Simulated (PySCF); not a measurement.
Geometry:
```csv
atom,x (Å),y (Å),z (Å)
C1,1.847,-1.031,-0.457
C2,1.353,0.410,-0.408
C3,-0.125,0.510,0.003
C4,-0.573,1.977,0.039
C5,-1.024,-0.280,-0.943
O6,-1.119,-0.129,-2.133
C7,-1.769,-1.261,-0.117
C8,-1.407,-1.181,1.165
C9,-0.373,-0.136,1.363
O10,0.161,0.153,2.401
H11,2.894,-1.054,-0.751
H12,1.277,-1.613,-1.179
H13,1.757,-1.504,0.519
H14,1.947,0.977,0.311
H15,1.465,0.870,-1.392
H16,0.028,2.527,0.760
H17,-0.448,2.423,-0.946
H18,-1.620,2.052,0.326
H19,-2.495,-1.929,-0.549
H20,-1.780,-1.771,1.986
```

Level of theory: geometry from GFN2-xTB, PBE0/pcSseg-1 with gauge-including orbitals, in PySCF 2.14 (one averaged value for each set of equivalent atoms, no solvent, no relativistic terms, single conformer).

Scale: TMS for ¹³C and ¹H; ¹⁷O against H2O (reference shieldings calculated alike).

| atoms | nucleus | count | Hirshfeld charge | δ (ppm) |
| --- | --- | --- | --- | --- |
| C4 | ¹³C | 1 | -0.11 | 23.5 |
| H14/H15 | ¹H | 2 | 0.04 | ? |
| C3 | ¹³C | 1 | -0.01 | ? |
| O6/O10 | ¹⁷O | 2 | -0.22 | ? |
| H16/H17/H18 | ¹H | 3 | 0.04 | 1.14 |
| C5/C9 | ¹³C | 2 | 0.16 | 216.9 |
| H19/H20 | ¹H | 2 | 0.07 | 7.32 |
| C2 | ¹³C | 1 | -0.06 | 31.7 |
| C1 | ¹³C | 1 | -0.12 | 12.6 |
| C7/C8 | ¹³C | 2 | -0.02 | 155.9 |
| H11/H12/H13 | ¹H | 3 | 0.04 | 0.65 |

Question: Fill in the missing shifts.

Answer: 
- C3: 53.9 ppm, quaternary sp3 carbon α to a carbonyl; the adjacent C=O deshields it moderately
- H14/H15: 1.78 ppm, hydrogen on an sp3 CH2
- O6/O10: 677.2 ppm, ketone oxygen

Shifts are as computed. Against solution values, carbons near 30 ppm lie about +3 ppm off and those near 130 ppm about +5 ppm. Of 1211 compounds with measured shifts, 218 miss one by over three times the rms of a fit or turn the order of signals round; such compounds aren't used in these exercises. Unscaled 17O shifts of doubly bonded oxygen tend to come out too high, by tens of ppm or more. Experimental scales use liquid or dissolved standards, which lie at an offset from isolated H2O (liquid H2O: subtract about 36 ppm).
